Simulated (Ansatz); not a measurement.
Species: sum formula HBO2I (charge -1, singlet). It need not be the lowest isomer of its formula. Whether it binds its extra electron was not tested at this geometry. 
Geometry from a B3LYP-D3(BJ)/def2-TZVP (Ansatz, a first-principles code) optimisation:
SMILES: [O-]B(O)I
```xyz
5

O     -1.0117     2.2647    -0.3537
B     -1.2132     1.0472    -0.1477
O     -2.3146     0.2064     0.0151
I      0.6749    -0.4864     0.0662
H     -3.0937     0.7722    -0.0621
```
Charge -1, spin multiplicity 1.

Basis-set convergence of Hartree-Fock and CCSD correlation energies (hartree) with Ansatz. Correlated levels leave the core frozen unless marked. No spin-orbit coupling. Frozen are the shells of the preceding noble gas and the d and f shells that filled before the atom's block. In def2 rows, elements after Kr have scalar-relativistic effective core potentials. This anion needs diffuse functions, which these sets lack.

```
basis       functions       E(HF)  E(corr, CCSD)
----------  ---------  ----------  -------------
def2-SVP           73  -471.67600       -0.56924
def2-TZVPP        157  -471.90340       -0.73243
def2-QZVPP        283           …              …
```

Problem. Fill in the missing entries.

Solution. 
- def2-QZVPP, E(HF): -471.91382
- def2-QZVPP, E(corr, CCSD): -0.79336
